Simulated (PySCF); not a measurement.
Vertical excitations of a molecule C₄H₁₁In from TDA-PBE/def2-SVPD (PySCF 2.14.0), as energy in eV (oscillator strength): 4.01 (0.000), 4.37 (0.000), 4.91 (0.070), 5.29 (0.080), 5.91 (0.025), 6.16 (0.004), 6.30 (0.042), 6.43 (0.002), 6.50 (0.024), 6.76 (0.149). Lowest triplet (TDA): 3.78 eV. Geometry optimised at PBE0-D3(BJ)/def2-SVP. The def2 effective core potentials stand for the cores of In; spin–orbit coupling is left out. Other conformers were not sampled.

Problem. Which structure fits?
A. C[CH2][InH][CH2]C
B. C[C](C)(C)[InH2]
C. C[CH2][In]([CH3])[CH3]
D. CCC[CH2][InH2]

Solution. C, C[CH2][In]([CH3])[CH3]
